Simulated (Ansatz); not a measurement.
Reaction (hydrogenolysis of the Si–C bond): `N#C[SiH](Cl)[SiH2]F` + H₂ → `F[SiH2][SiH2]Cl` + `C#N`

Isolated molecules relaxed with PBE0-D4/def2-TZVP in Ansatz; ΔE leaves out vibrations. CCSD(T)/CBS is the MP2 limit (def2-TZVPP, def2-QZVPP) plus CCSD(T) − MP2 in def2-TZVPP, frozen cores. This one scheme is used for every species. DFT in def2-TZVPP. B3LYP here is the variant with VWN-RPA as its local correlation; programs differ in this. One conformer a species, not always the lowest.

```csv
level,ΔE (kcal/mol)
ωB97X-V,2.6
ωB97M-V,3.1
B2PLYP,2.7
B3LYP,1.5
HF/def2-TZVPP,-1.4
CCSD(T)/def2-TZVPP,3.0
HF/def2-QZVPP,-1.4
MP2/CBS(def2),5.1
```

(1) What does CCSD(T)/CBS give? (An estimate is asked.)

Largest T1 diagnostic among the species: 0.014.

## Answers

(1) Computed: +3.1 kcal/mol. The listed levels differ from it by -0.5, 0.0, -0.4, -1.6, -4.5, -0.1, -4.5, 2.0 kcal/mol.

From PBE to PBE0 (25 % exact exchange), in def2-TZVPP and without D4, ΔE moves by −0.9 kcal/mol. In def2-TZVPP, CCSD(T) changes the Hartree–Fock value by +4.4 kcal/mol (the triples alone add +1.2 kcal/mol) and MP2 by +6.3 kcal/mol.
